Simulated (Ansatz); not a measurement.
Task: Name a neutral molecule of C, N, O, Zr and H with LUMO energy (ωB97M-V/def2-TZVPP) between 0.65 and 0.95 eV and HOMO energy (PBE/def2-TZVPP) between -5.80 and -5.50 eV (Ansatz, PBE0-D4/def2-TZVP geometry).

Result: `[CH3][Zr]([NH2])([OH])[OH]` (0.75 eV, -5.54 eV). Other molecules can fit too; these were computed, each in one conformer that needn't be the lowest.
